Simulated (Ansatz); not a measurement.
Compare A (`F[CH2][GeH]1[CH2][O]1`) with its isomer B (`C[C@H]1[O][Ge@@H]1[F]`).

Program: Ansatz. Geometries: PBE0-D4/def2-TZVP. ΔE: electronic, gas phase. CCSD(T)/CBS is the MP2 limit (def2-TZVPP, def2-QZVPP) plus CCSD(T) − MP2 in def2-TZVPP, frozen cores. Functionals use def2-TZVPP. B3LYP here is the variant with VWN-RPA as its local correlation; programs differ in this. For Ge outer-core shells are correlated without core-valence functions, which leaves a few kJ/mol of doubt a bond. Scalar relativity is left out up to krypton. Each species was taken in one conformer, which may not be the lowest.

Problem. Which is lower in electronic energy at CCSD(T)/CBS, and by how much? (Estimate.)

Solution. The calculation gave: B, by 150.6 kJ/mol.

Problem. Give E(B) − E(A) in kJ/mol with B3LYP, B3LYP-D4, B2PLYP, PBE0-D4, CCSD(T)/def2-TZVPP, MP2/def2-TZVPP, HF/def2-TZVPP. (Best estimate.)

Solution. The calculation gave: B3LYP -144.3, B3LYP-D4 -145.6, B2PLYP -150.6, PBE0-D4 -144.8, CCSD(T)/def2-TZVPP -149.5, MP2/def2-TZVPP -158.3, HF/def2-TZVPP -151.5. None reverses the order clearly.

Largest T1 diagnostic: 0.014.
